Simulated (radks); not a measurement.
Fractional charge and spin in the 3p shell of cobalt: the spin-up occupation runs from 2 to 3 and the spin-down occupation from 2 to 3; the fullest corner is Co2+, [Ne] 3s2 3d(up 3.5, down 3.5) 3p(up 3, down 3). All-electron calculation, scalar-relativistic Kohn-Sham, r2SCAN, spin-polarised, spherical densities, finite nucleus; meta-GGA in the generalised Kohn-Sham scheme; Fermi nuclear charge, rms radius of each element as measured or else 0.836 A^(1/3) + 0.57 fm. Program: a radial shooting solver on a logarithmic mesh with Libxc functionals. Energy (eV) above the fullest corner. The planes named below are the two flat planes that join the four corners, with an edge along up + down = one added electron.

down \ up,2,2.25,2.5,2.75,3
2,214.404,182.818,152.582,123.672,96.065
2.25,182.818,152.716,123.937,96.455,70.242
2.5,152.582,123.937,96.585,70.498,45.646
2.75,123.672,96.455,70.498,45.772,22.245
3,96.065,70.242,45.646,22.245,0.000

Corners above the fullest one (they belong to Co3+ and the next ion): (up 3, down 2) 96.065 eV, (up 2, down 3) 96.065 eV, (up 2, down 2) 214.40 eV. With half an added electron in each spin the energy lies 0.520 eV from the planes, and with half an added electron in spin up alone -2.653 eV. The planes are only a guide here: the flat-plane condition holds for ground states with one frontier orbital, while this shell lies below other occupied shells, so the corners above the fullest one are inner-hole states and not the ground states of those ions.
